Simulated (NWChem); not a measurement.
**Lowest excitation of GeS**

```
Ge
S 1 2.0180
```
Charge 0, spin multiplicity 1.

Everything below was run with NWChem. All single points use one geometry, from PBE0/def2-SVP, a minimum by its harmonic frequencies.

Basis set: def2-SVPD.

```
method         lowest vertical singlet excitation energy (eV)  relative cost  difference from EOM-CCSD
-------------  ----------------------------------------------  -------------  ------------------------
TDA-BHandHLYP                                            3.86        under 3                     -0.22
TD-B3LYP                                                 3.77        under 3                     -0.31
TD-PBE                                                   3.83              1                     -0.25
CIS                                                      4.14        under 3                     +0.06
EOM-CCSD                                                 4.08        under 3                      0.00
```

The values span 0.37 eV, from TD-B3LYP (lowest) to CIS (highest). Relative cost: rough, from shared machines, SCF included, TD-PBE = 1.

The Hamiltonian is non-relativistic. The correlated methods keep 14 core orbitals frozen. B3LYP has NWChem's definition, with VWN1-RPA local correlation. The structure started from a generated list of species. No row is a measurement; the coupled-cluster row has its own basis-set and correlation limits.
